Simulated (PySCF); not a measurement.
Barium: a sound run and one with changed settings

Sound run: Ba [Xe] 6s2, Ba⁺ [Xe] 6s1. Calculation: PySCF 2.14, in cc-pVDZ-X2C (7s6p4d, 45 functions); the spin-free X2C one-electron Hamiltonian (Gaussian nucleus). In the sound run the correlated levels freeze [Xe]. The sound run starts from symmetry-adapted Hartree-Fock orbitals and uses a fine grid where one is needed.

Changed run: the non-relativistic Hamiltonian (point nucleus). This setting is unsound on purpose.

```json
{"species": "Ba", "method": "UHF", "sound run (hartree)": "-8131.63537", "changed run (hartree)": "-7571.81019", "converged": "yes"}
{"species": "Ba", "method": "LDA", "sound run (hartree)": "-8127.70741", "changed run (hartree)": "-7567.98403", "converged": "yes"}
{"species": "Ba", "method": "PBE0", "sound run (hartree)": "-8134.39363", "changed run (hartree)": "-7574.62458", "converged": "yes"}
{"species": "Ba", "method": "MP2", "sound run (hartree)": "-8131.65015", "changed run (hartree)": "-7571.82894", "converged": "yes"}
{"species": "Ba", "method": "CCSD(T)", "sound run (hartree)": "-8131.65867", "changed run (hartree)": "-7571.84850", "converged": "yes"}
{"species": "Ba⁺", "method": "UHF", "sound run (hartree)": "-8131.47815", "changed run (hartree)": "-7571.69767", "converged": "yes"}
{"species": "Ba⁺", "method": "LDA", "sound run (hartree)": "-8127.50828", "changed run (hartree)": "-7567.84715", "converged": "yes"}
{"species": "Ba⁺", "method": "PBE0", "sound run (hartree)": "-8134.20408", "changed run (hartree)": "-7574.48857", "converged": "yes"}
```

Ionisation energy of Ba:

| method | sound run (eV) | changed run (eV) |
| --- | --- | --- |
| UHF | 4.278 | 3.062 |
| LDA | 5.419 | 3.724 |
| PBE0 | 5.158 | 3.701 |
| MP2 | 4.680 | 3.572 |
| SCS-MP2 | 4.761 | 3.674 |
| CCSD | 4.912 | 4.104 |
| CCSD(T) | 4.912 | 4.104 |
| CCSDT | 4.912 | 4.104 |
| FCI | 4.912 | 4.104 |

Most of the change in total energy is the relativistic energy itself. On top of that the contraction fixes the core shape for the Hamiltonian it was made with, so the changed run is not a good calculation with the other Hamiltonian either.

For comparison, NIST gives 5.212 eV between the lowest levels.
